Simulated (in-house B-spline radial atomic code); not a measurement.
## Neutral xenon: [Ar] 3d10 4s2 4p5 4d10 5s2 5p6 7g1 (an excited or competing configuration)

Computed with an all-electron radial atomic-structure program (B-spline basis): Dirac-Hartree-Fock, average of configuration, Fermi nucleus of rms radius 4.7859 fm.

Effective charges: Z_r = [3n² - l(l+1)]/(2<r>) from the radius, Z_e = n√(-2ε) from the energy, and Slater's rules. Values are occupation-weighted means over j. An effective charge above Z reflects the relativistic contraction of the inner shells.

```json
{"shell": "1s", "electrons": "2", "ε (eV)": "-34780", "<r> (bohr)": "0.02665", "Z_r": "56.28", "Z_e": "50.56", "Slater": "53.70"}
{"shell": "2s", "electrons": "2", "ε (eV)": "-5532.4", "<r> (bohr)": "0.114", "Z_r": "52.62", "Z_e": "40.33", "Slater": "49.85"}
{"shell": "2p", "electrons": "6", "ε (eV)": "-4967.3", "<r> (bohr)": "0.1001", "Z_r": "49.93", "Z_e": "38.21", "Slater": "49.85"}
{"shell": "3s", "electrons": "2", "ε (eV)": "-1192.4", "<r> (bohr)": "0.3045", "Z_r": "44.33", "Z_e": "28.08", "Slater": "42.75"}
{"shell": "3p", "electrons": "6", "ε (eV)": "-1004.3", "<r> (bohr)": "0.303", "Z_r": "41.25", "Z_e": "25.77", "Slater": "42.75"}
{"shell": "3d", "electrons": "10", "ε (eV)": "-722.39", "<r> (bohr)": "0.2798", "Z_r": "37.53", "Z_e": "21.86", "Slater": "32.85"}
{"shell": "4s", "electrons": "2", "ε (eV)": "-246.05", "<r> (bohr)": "0.7124", "Z_r": "33.69", "Z_e": "17.01", "Slater": "26.60"}
{"shell": "4p", "electrons": "5", "ε (eV)": "-185.52", "<r> (bohr)": "0.763", "Z_r": "30.14", "Z_e": "14.77", "Slater": "26.60"}
{"shell": "4d", "electrons": "10", "ε (eV)": "-89.291", "<r> (bohr)": "0.8595", "Z_r": "24.43", "Z_e": "10.25", "Slater": "15.85"}
{"shell": "5s", "electrons": "2", "ε (eV)": "-39.198", "<r> (bohr)": "1.802", "Z_r": "20.81", "Z_e": "8.49", "Slater": "9.10"}
{"shell": "5p", "electrons": "6", "ε (eV)": "-22.647", "<r> (bohr)": "2.105", "Z_r": "17.34", "Z_e": "6.45", "Slater": "9.10"}
{"shell": "7g", "electrons": "1", "ε (eV)": "-0.27767", "<r> (bohr)": "63.5", "Z_r": "1.00", "Z_e": "1.00", "Slater": "-"}
```

The least bound orbital is 7g9/2 at -0.2777 eV, and it is also the most diffuse (<r> = 63.5 bohr). The part-filled 4p shell lies below the filled 5p shell in orbital energy.

Spin-orbit splittings of the orbital energies (j = l + 1/2 above j = l - 1/2 when positive): 2p 325.9 eV, 3p 63.56 eV, 3d 13.24 eV, 4p 12.95 eV, 4d 2.184 eV, 5p 1.728 eV, 7g 1.785e-08 eV.

For the 1s electron the small component carries 3.96 % of the norm, the zero-frequency Breit interaction raises the level by 86.82 eV, self-energy by 49.96 eV, and vacuum polarisation lowers it by 7 eV.
